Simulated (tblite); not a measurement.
Compound: C5H9AsBO2 (charge -1).
Bonds: C1–As2, As2–B3, B3–C4, C4–C5, C5–C6 (triple), C6–C7, C7–O8 (double), C7–O9. Hydrogens: H10, H11, H12 on C1; H13, H14 on As2; H15, H16 on B3; H17, H18 on C4.
Bond orders are those of one Lewis drawing.

Computed with GFN2-xTB (tblite), gas phase: L-BFGS steps from a force-field or distance-geometry start until the largest atomic force falls under 0.01 eV/Å.

Step 74: E = -739.7114 eV
```
atom  x, y, z in Å  |  force x, y, z in eV/Å
C1     -1.3437    1.6111   -0.5090    0.010  -0.024  -0.008
As2    -1.4609   -0.1993    0.1765    0.004  -0.012   0.024
B3     -0.5911   -1.9386   -0.7025    0.001   0.022   0.005
C4      0.8500   -2.0192    0.0635    0.006  -0.008   0.002
C5      1.3644   -0.6610    0.2277    0.039   0.054  -0.005
C6      1.8083    0.4575    0.3462   -0.098  -0.072  -0.015
C7      2.2584    1.8970    0.4304    0.009  -0.004   0.057
O8      3.4535    2.0921    0.6631    0.016   0.005  -0.015
O9      1.3387    2.7246    0.2543    0.007  -0.056   0.002
H10    -0.3336    1.9997   -0.2924   -0.013   0.014   0.003
H11    -1.4863    1.5947   -1.5923   -0.025   0.013   0.022
H12    -2.0848    2.2620   -0.0429    0.013  -0.026  -0.054
H13    -2.9746   -0.2672    0.3746    0.028   0.020  -0.010
H14    -1.2619    0.0319    1.6266    0.006   0.005   0.004
H15    -1.3546   -2.8354   -0.4878    0.001  -0.008   0.012
H16    -0.5224   -1.6480   -1.8612   -0.027   0.011  -0.019
H17     1.5838   -2.6198   -0.4851    0.001   0.024   0.007
H18     0.7481   -2.4758    1.0586    0.021   0.043  -0.012
```

Step 75: E = -739.7121 eV
```
atom  x, y, z in Å  |  force x, y, z in eV/Å
C1     -1.3416    1.6074   -0.5127    0.009  -0.022  -0.005
As2    -1.4628   -0.2003    0.1800    0.007  -0.010  -0.016
B3     -0.5936   -1.9370   -0.7013   -0.012   0.017   0.009
C4      0.8495   -2.0164    0.0605   -0.006  -0.012  -0.009
C5      1.3622   -0.6580    0.2272    0.037   0.007  -0.012
C6      1.8098    0.4585    0.3466   -0.084  -0.039  -0.002
C7      2.2580    1.8985    0.4353    0.020  -0.040   0.037
O8      3.4537    2.0934    0.6657   -0.003   0.023  -0.011
O9      1.3360    2.7235    0.2612    0.014  -0.030   0.013
H10    -0.3340    1.9985   -0.2890   -0.012   0.009   0.005
H11    -1.4732    1.5873   -1.5974   -0.030   0.006   0.025
H12    -2.0875    2.2598   -0.0565    0.012  -0.026  -0.053
H13    -2.9755   -0.2645    0.3849    0.025   0.022  -0.013
H14    -1.2563    0.0328    1.6262    0.010   0.015   0.039
H15    -1.3524   -2.8367   -0.4825   -0.008  -0.008   0.007
H16    -0.5312   -1.6471   -1.8606   -0.022   0.010  -0.016
H17     1.5799   -2.6162   -0.4930    0.019   0.031   0.009
H18     0.7503   -2.4771    1.0538    0.023   0.046  -0.005
```

Step 76: E = -739.7128 eV
```
atom  x, y, z in Å  |  force x, y, z in eV/Å
C1     -1.3386    1.6026   -0.5167    0.004  -0.013  -0.005
As2    -1.4651   -0.2015    0.1843    0.013  -0.003  -0.043
B3     -0.5970   -1.9351   -0.6998   -0.025   0.004   0.007
C4      0.8486   -2.0137    0.0568   -0.016  -0.010  -0.022
C5      1.3601   -0.6554    0.2259    0.030  -0.040  -0.020
C6      1.8111    0.4591    0.3459   -0.049   0.007   0.018
C7      2.2577    1.8994    0.4411    0.028  -0.064   0.005
O8      3.4535    2.0963    0.6693   -0.029   0.026  -0.004
O9      1.3323    2.7210    0.2689    0.019   0.000   0.027
H10    -0.3340    1.9965   -0.2843   -0.009   0.004   0.004
H11    -1.4582    1.5785   -1.6025   -0.029  -0.004   0.021
H12    -2.0899    2.2573   -0.0731    0.008  -0.025  -0.043
H13    -2.9762   -0.2608    0.3961    0.018   0.021  -0.014
H14    -1.2504    0.0346    1.6271    0.012   0.021   0.061
H15    -1.3508   -2.8383   -0.4770   -0.014  -0.005   0.000
H16    -0.5414   -1.6453   -1.8602   -0.018   0.008  -0.005
H17     1.5760   -2.6116   -0.5018    0.035   0.029   0.007
H18     0.7536   -2.4774    1.0485    0.021   0.042   0.006
```

Problem. Estimate the geometry and energy of step 77. (The exact step hangs on the optimiser's Hessian estimate; all steps are aligned on step 76, rigid shifts and turns removed.)

Solution. E = -739.7137 eV, largest force 0.077 eV/Å
```
atom  x, y, z in Å  |  force x, y, z in eV/Å
C1     -1.3348    1.5968   -0.5214    0.000   0.001  -0.006
As2    -1.4675   -0.2028    0.1887    0.022   0.008  -0.042
B3     -0.6016   -1.9331   -0.6982   -0.036  -0.012   0.002
C4      0.8473   -2.0108    0.0517   -0.018  -0.005  -0.030
C5      1.3578   -0.6531    0.2239    0.023  -0.067  -0.029
C6      1.8115    0.4596    0.3455   -0.007   0.044   0.040
C7      2.2569    1.8995    0.4481    0.021  -0.068  -0.030
O8      3.4526    2.1002    0.6734   -0.037   0.015   0.006
O9      1.3282    2.7179    0.2789    0.014   0.029   0.040
H10    -0.3341    1.9944   -0.2782   -0.004  -0.001   0.001
H11    -1.4407    1.5680   -1.6082   -0.023  -0.018   0.007
H12    -2.0925    2.2545   -0.0942   -0.001  -0.023  -0.024
H13    -2.9767   -0.2558    0.4095    0.011   0.019  -0.016
H14    -1.2427    0.0373    1.6291    0.011   0.023   0.061
H15    -1.3496   -2.8401   -0.4699   -0.020   0.001  -0.010
H16    -0.5536   -1.6439   -1.8600   -0.015   0.003   0.011
H17     1.5728   -2.6052   -0.5122    0.045   0.020   0.002
H18     0.7580   -2.4771    1.0422    0.016   0.031   0.016
```

The energy changes by -0.0009 eV. The first-order estimate −F·Δx gives -0.0012 eV and the mean of the old and new forces, exact on a quadratic surface, -0.0009 eV. The step makes an angle of 82° with the force vector and moves no atom by more than 0.021 Å.

The cost below is that of the whole relaxation. On an Arm Neoverse V1 with one thread, shared host with 32 logical CPUs at a one-minute load of 27, this took 1.2 s of wall time.
